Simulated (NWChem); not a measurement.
Molecule: CH7FN2Si; SMILES NC[Si@H](N)F

```xyz
12

N     -0.0091     2.3396    -0.1717
C      0.6894     1.1585     0.3877
Si     0.0626    -0.4882    -0.2877
N     -1.5928    -0.6672     0.1589
F      1.0252    -1.6823     0.2584
H      0.1591     2.3902    -1.1761
H     -1.0155     2.2114    -0.0690
H      1.7644     1.2735     0.2019
H      0.5847     1.1856     1.4815
H      0.0948    -0.5436    -1.7721
H     -2.1880    -1.3045    -0.3572
H     -1.8649    -0.6385     1.1353
```
Atoms are numbered in this order, from 1.

Program: NWChem. Pople sets run with spherical d functions. Structure relaxed at the B3LYP/6-31G* (spherical d) level. Atomic charges in e: unrestrained fits to the electrostatic potential beside Mulliken populations; buried atoms are poorly determined by the fit.

### Question
Predict the results for Hartree-Fock/6-31G*. Quantities: ESP N1; Mulliken N1; ESP C2; Mulliken C2; ESP Si3; Mulliken Si3; ESP N4; Mulliken N4; ESP F5; Mulliken F5; relative RMS misfit of the potential (%).

### Answer
* **ESP N1**: -0.86
* **Mulliken N1**: -0.86
* **ESP C2**: 0.18
* **Mulliken C2**: -0.43
* **ESP Si3**: 1.00
* **Mulliken Si3**: 1.27
* **ESP N4**: -1.07
* **Mulliken N4**: -1.09
* **ESP F5**: -0.44
* **Mulliken F5**: -0.54
* **relative RMS misfit of the potential (%)**: 28
